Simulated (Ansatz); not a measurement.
`[NH2][Sc]([OH])[O][SiH3]` and `[NH2][Sc]([OH])[F]` differ in one atom or group.

Ansatz, PBE0-D4/def2-TZVP geometries, multiplicity 1. Each molecule was computed in one conformer, which needn't be the lowest.

Scalar relativity is left out up to krypton.

```csv
property,`[NH2][Sc]([OH])[O][SiH3]`
HOMO–LUMO gap (ωB97M-V/def2-TZVPP) / eV,9.38
HOMO–LUMO gap (B3LYP/def2-TZVPP) / eV,4.97
HOMO–LUMO gap (PBE/def2-TZVPP) / eV,3.35
LUMO energy (ωB97M-V/def2-TZVPP) / eV,-0.10
LUMO energy (PBE/def2-TZVPP) / eV,-2.43
HOMO–LUMO gap (PBE0/def2-TZVPP) / eV,5.56
```

(1) What does the change do to each property? (An estimate is asked.)

## Answers

(1) Computed: 
```tsv
property	`[NH2][Sc]([OH])[F]`	shift
HOMO–LUMO gap (ωB97M-V/def2-TZVPP) / eV	9.43	0.05
HOMO–LUMO gap (B3LYP/def2-TZVPP) / eV	5.00	0.03
HOMO–LUMO gap (PBE/def2-TZVPP) / eV	3.38	0.03
LUMO energy (ωB97M-V/def2-TZVPP) / eV	-0.13	-0.03
LUMO energy (PBE/def2-TZVPP) / eV	-2.47	-0.04
HOMO–LUMO gap (PBE0/def2-TZVPP) / eV	5.60	0.04
```

B3LYP here is the variant with VWN-RPA as its local correlation; programs differ in this.
